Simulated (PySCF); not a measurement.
Isomers of C2H8O2Si3.

All values: PBE0/pcSseg-1 (PySCF) at GFN2-xTB geometries, gas phase, one conformer each.

Problem. Rank by the highest Hirshfeld charge on any atom, highest value first.
A. `[CH:1]#[C:2][SiH2:3][O:4][SiH2:5][O:6][SiH3:7]` with C2–Si3–O4–Si5 -67°, Si3–O4–Si5–O6 -34°, O4–Si5–O6–Si7 9°
B. `[CH:1]#[C:2][SiH2:3][Si@@H:4]([OH:5])[O:6][SiH3:7]` with C2–Si3–Si4–O5 -168°, Si3–Si4–O5–H 165°, Si3–Si4–O6–Si7 34°
C. `[O:1]=[CH:2][Si@@H:3]1[O:4][SiH2:5][CH2:6][SiH2:7]1` with O1–C2–Si3–O4 -166°, C2–Si3–O4–Si5 -129°, Si3–O4–Si5–C6 2°, O4–Si5–C6–Si7 5°, Si5–C6–Si7–Si3 -8°
D. `[CH:1]#[C:2][SiH2:3][Si:4]([OH:5])([OH:6])[SiH3:7]` with C2–Si3–Si4–O5 172°, Si3–Si4–O5–H -133°, Si3–Si4–O6–H -66°
E. `[CH:1]#[C:2][SiH2:3][O:4][SiH2:5][SiH2:6][OH:7]` with C2–Si3–O4–Si5 62°, Si3–O4–Si5–Si6 68°, O4–Si5–Si6–O7 -179°, Si5–Si6–O7–H 180°
F. `[CH:1]#[C:2][SiH:3]([O:4][SiH3:5])[O:6][SiH3:7]` with C2–Si3–O4–Si5 101°, C2–Si3–O6–Si7 -94°

Solution. F (+0.494 e), A (+0.465 e), E (+0.426 e), C (+0.407 e), B (+0.396 e), D (+0.338 e).

Problem. Rank by LUMO energy, highest first.
A. `[O:1]=[CH:2][Si@@H:3]1[O:4][SiH2:5][CH2:6][SiH2:7]1` with O1–C2–Si3–O4 -166°, C2–Si3–O4–Si5 -129°, Si3–O4–Si5–C6 2°, O4–Si5–C6–Si7 5°, Si5–C6–Si7–Si3 -8°
B. `[OH:1][Si@@H:2]([C:3]#[C:4][SiH3:5])[O:6][SiH3:7]` with H–O1–Si2–C3 -69°, O1–Si2–O6–Si7 177°
C. `[CH:1]#[C:2][SiH:3]([O:4][SiH3:5])[O:6][SiH3:7]` with C2–Si3–O4–Si5 101°, C2–Si3–O6–Si7 -94°
D. `[CH:1]#[C:2][SiH2:3][Si@@H:4]([OH:5])[O:6][SiH3:7]` with C2–Si3–Si4–O5 -168°, Si3–Si4–O5–H 165°, Si3–Si4–O6–Si7 34°
E. `[CH:1]#[C:2][SiH2:3][Si:4]([OH:5])([OH:6])[SiH3:7]` with C2–Si3–Si4–O5 172°, Si3–Si4–O5–H -133°, Si3–Si4–O6–H -66°

Solution. C (-0.23 eV), D (-0.42 eV), B (-0.60 eV), E (-0.86 eV), A (-1.59 eV).

Problem. Rank by dipole moment, lowest first.
A. `[CH:1]#[C:2][SiH2:3][Si@@H:4]([OH:5])[O:6][SiH3:7]` with C2–Si3–Si4–O5 -168°, Si3–Si4–O5–H 165°, Si3–Si4–O6–Si7 34°
B. `[O:1]=[CH:2][Si@@H:3]1[O:4][SiH2:5][CH2:6][SiH2:7]1` with O1–C2–Si3–O4 -166°, C2–Si3–O4–Si5 -129°, Si3–O4–Si5–C6 2°, O4–Si5–C6–Si7 5°, Si5–C6–Si7–Si3 -8°
C. `[CH:1]#[C:2][SiH:3]([O:4][SiH3:5])[O:6][SiH3:7]` with C2–Si3–O4–Si5 101°, C2–Si3–O6–Si7 -94°
D. `[OH:1][Si@@H:2]([C:3]#[C:4][SiH3:5])[O:6][SiH3:7]` with H–O1–Si2–C3 -69°, O1–Si2–O6–Si7 177°
E. `[CH:1]#[C:2][SiH2:3][Si:4]([OH:5])([OH:6])[SiH3:7]` with C2–Si3–Si4–O5 172°, Si3–Si4–O5–H -133°, Si3–Si4–O6–H -66°

Solution. C (1.08 D), A (1.35 D), D (1.62 D), E (1.78 D), B (3.29 D).

All values together:

| SMILES | μ (D) | HOMO (eV) | LUMO (eV) | lowest IAO charge (e) | highest IAO charge (e) | lowest Hirshfeld charge (e) | highest Hirshfeld charge (e) |
| --- | --- | --- | --- | --- | --- | --- | --- |
| O=C[Si@@H]1O[SiH2]C[SiH2]1 | 3.29 | -6.88 | -1.59 | -0.887 (O) | +1.008 (Si) | -0.314 (O) | +0.407 (Si) |
| C#C[SiH2][Si@@H](O)O[SiH3] | 1.35 | -7.76 | -0.42 | -0.891 (O) | +1.099 (Si) | -0.312 (O) | +0.396 (Si) |
| C#C[SiH2][Si](O)(O)[SiH3] | 1.78 | -7.30 | -0.86 | -0.801 (O) | +0.996 (Si) | -0.315 (O) | +0.338 (Si) |
| O[Si@@H](C#C[SiH3])O[SiH3] | 1.62 | -8.21 | -0.60 | -0.888 (O) | +1.347 (Si) | -0.304 (O) | +0.486 (Si) |
| C#C[SiH](O[SiH3])O[SiH3] | 1.08 | -8.35 | -0.23 | -0.885 (O) | +1.349 (Si) | -0.302 (O) | +0.494 (Si) |
| C#C[SiH2]O[SiH2][SiH2]O | 1.35 | -7.96 | -0.94 | -0.891 (O) | +1.039 (Si) | -0.317 (O) | +0.426 (Si) |
| C#C[SiH2]O[SiH2]O[SiH3] | 1.05 | -8.36 | -0.51 | -0.892 (O) | +1.226 (Si) | -0.306 (O) | +0.465 (Si) |

Conformers: `[O:1]=[CH:2][Si@@H:3]1[O:4][SiH2:5][CH2:6][SiH2:7]1` with O1–C2–Si3–O4 -166°, C2–Si3–O4–Si5 -129°, Si3–O4–Si5–C6 2°, O4–Si5–C6–Si7 5°, Si5–C6–Si7–Si3 -8°; `[CH:1]#[C:2][SiH2:3][Si@@H:4]([OH:5])[O:6][SiH3:7]` with C2–Si3–Si4–O5 -168°, Si3–Si4–O5–H 165°, Si3–Si4–O6–Si7 34°; `[CH:1]#[C:2][SiH2:3][Si:4]([OH:5])([OH:6])[SiH3:7]` with C2–Si3–Si4–O5 172°, Si3–Si4–O5–H -133°, Si3–Si4–O6–H -66°; `[OH:1][Si@@H:2]([C:3]#[C:4][SiH3:5])[O:6][SiH3:7]` with H–O1–Si2–C3 -69°, O1–Si2–O6–Si7 177°; `[CH:1]#[C:2][SiH:3]([O:4][SiH3:5])[O:6][SiH3:7]` with C2–Si3–O4–Si5 101°, C2–Si3–O6–Si7 -94°; `[CH:1]#[C:2][SiH2:3][O:4][SiH2:5][SiH2:6][OH:7]` with C2–Si3–O4–Si5 62°, Si3–O4–Si5–Si6 68°, O4–Si5–Si6–O7 -179°, Si5–Si6–O7–H 180°; `[CH:1]#[C:2][SiH2:3][O:4][SiH2:5][O:6][SiH3:7]` with C2–Si3–O4–Si5 -67°, Si3–O4–Si5–O6 -34°, O4–Si5–O6–Si7 9°.
